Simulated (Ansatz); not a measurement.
BFGa2H2Si: where a starting geometry ends

The starting geometry of this gas-phase singlet was optimised with GFN2-xTB.

```yaml
atoms:
  - { symbol: B, position_ang: [0.3049, 1.1601, -0.5656] }
  - { symbol: F, position_ang: [0.3895, -2.0418, 0.5022] }
  - { symbol: Ga, position_ang: [-0.9251, -1.8594, -1.2791] }
  - { symbol: Ga, position_ang: [0.7714, -0.6754, 2.2090] }
  - { symbol: Si, position_ang: [-1.0456, 0.2545, 0.4219] }
  - { symbol: H, position_ang: [1.2612, 0.4803, -0.8073] }
  - { symbol: H, position_ang: [0.3138, 2.2712, -0.9574] }
```

Predict what becomes of its bonds when it is optimised with PBE0-D3(BJ)/pcseg-1.

New bonds form, giving a structure given below by its coordinates. Distances that change by over a tenth: F2–Si5 (2.71 → 1.92 Å). Contacts that close: Ga3–Si5 (2.72 → 2.55 Å), Ga4–Si5 (2.71 → 2.55 Å).

The energy falls by 0.37 eV over 18 steps:

```csv
step,E − E(last) (eV)
1,0.369
3,0.056
5,0.023
7,0.018
9,0.010
10,0.005
12,0.002
14,0.000
16,0.000
18,0.000
```

Final geometry (Å):

```yaml
atoms:
  - { symbol: B, position_ang: [0.5139, 1.1417, -0.6600] }
  - { symbol: F, position_ang: [0.4455, -1.7084, 0.3575] }
  - { symbol: Ga, position_ang: [-1.3953, -2.0565, -1.1071] }
  - { symbol: Ga, position_ang: [0.4076, -0.7931, 2.5504] }
  - { symbol: Si, position_ang: [-0.6036, -0.0999, 0.3179] }
  - { symbol: H, position_ang: [1.5986, 0.8454, -1.0913] }
  - { symbol: H, position_ang: [0.1035, 2.2602, -0.8436] }
```

Frequencies at the end are all real (lowest 24 cm⁻¹). Run with Ansatz 0.2.0, 72 s on 2 threads of Intel(R) Xeon(R) Platinum 8259CL CPU @ 2.50GHz (Skylake/Cascade Lake) (shared host).
